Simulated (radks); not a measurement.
Coulomb parameter of the 4f shell of neutral gadolinium in the model configuration [Xe] 4f6 5d1 6s2 6p1, as a second difference U = [E(n + 0.25) + E(n - 0.25) - 2 E(n)] / (0.25)^2 with all orbitals relaxed. "Bare": the charge of the atom changes with n. "Screened": the 6p shell takes up the change at fixed total charge, which measures U(4f,4f) + U(6p,6p) - 2 U(4f,6p). All-electron calculation, scalar-relativistic Kohn-Sham, LDA (Slater exchange, Perdew-Wang correlation), spin-unpolarised, spherical densities, point nucleus. Program: a radial shooting solver on a logarithmic mesh with Libxc functionals.

[
 {"case": "start", "configuration": "[Xe] 4f6 5d1 6s2 6p1", "E - E(n) (eV)": "0.000"},
 {"case": "bare +0.25", "configuration": "[Xe] 4f6.25 5d1 6s2 6p1", "E - E(n) (eV)": "-4.274"},
 {"case": "bare -0.25", "configuration": "[Xe] 4f5.75 5d1 6s2 6p1", "E - E(n) (eV)": "5.254"},
 {"case": "screened +0.25", "configuration": "[Xe] 4f6.25 5d1 6s2 6p0.75", "E - E(n) (eV)": "-3.862"},
 {"case": "screened -0.25", "configuration": "[Xe] 4f5.75 5d1 6s2 6p1.25", "E - E(n) (eV)": "4.478"}
]

U(bare) = 15.679 eV, U(screened by 6p) = 9.851 eV, against the Slater integral F0(4f,4f) = 31.078 eV with frozen orbitals. The step up makes a negative ion, whose loosely bound charge lowers the bare value.
